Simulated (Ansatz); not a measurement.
Consider the isomerisation: `N[Si]1(F)COC1` → `O=CNC(F)[SiH3]`.

Gas-phase electronic energies from Ansatz, PBE0-D4/def2-TZVP geometries. CBS: MP2 limit from def2 TZ/QZ plus the TZ coupled-cluster correction, frozen cores. DFT in def2-TZVPP. B3LYP here is the variant with VWN-RPA as its local correlation; programs differ in this. Each species was taken in one conformer, which may not be the lowest.

| level | ΔE (eV) | difference from CCSD(T)/CBS |
| --- | --- | --- |
| PBE-D4 | 1.93 | -0.39 |
| r2SCAN-D4 | 2.11 | -0.21 |
| PBE0-D4 | 2.12 | -0.20 |
| B3LYP-D4 | 2.01 | -0.31 |
| ωB97X-V | 2.13 | -0.19 |
| ωB97M-V | 2.22 | -0.10 |
| B2PLYP | 2.11 | -0.21 |
| PBE | 1.92 | -0.40 |
| r2SCAN | 2.11 | -0.21 |
| PBE0 | 2.12 | -0.20 |
| B3LYP | 1.99 | -0.33 |
| HF/def2-TZVPP | 2.02 | -0.30 |
| MP2/def2-TZVPP | 2.33 | 0.01 |
| SCS-MP2/def2-TZVPP | 2.23 | -0.09 |
| CCSD/def2-TZVPP | 2.24 | -0.08 |
| CCSD(T)/def2-TZVPP | 2.19 | -0.13 |
| HF/def2-QZVPP | 2.06 | -0.26 |
| MP2/def2-QZVPP | 2.42 | 0.10 |
| SCS-MP2/def2-QZVPP | 2.31 | -0.01 |
| HF/CBS(def2) | 2.06 | -0.26 |
| MP2/CBS(def2) | 2.46 | 0.14 |
| CCSD/CBS(def2) | 2.36 | 0.04 |
| CCSD(T)/CBS | 2.32 | 0 |

Largest T1 diagnostic among the species: 0.015.

From PBE to PBE0 (25 % exact exchange), in def2-TZVPP and without D4, ΔE moves by +0.19 eV. In def2-TZVPP, CCSD(T) changes the Hartree–Fock value by +0.17 eV (the triples alone add −0.04 eV) and MP2 by +0.31 eV.
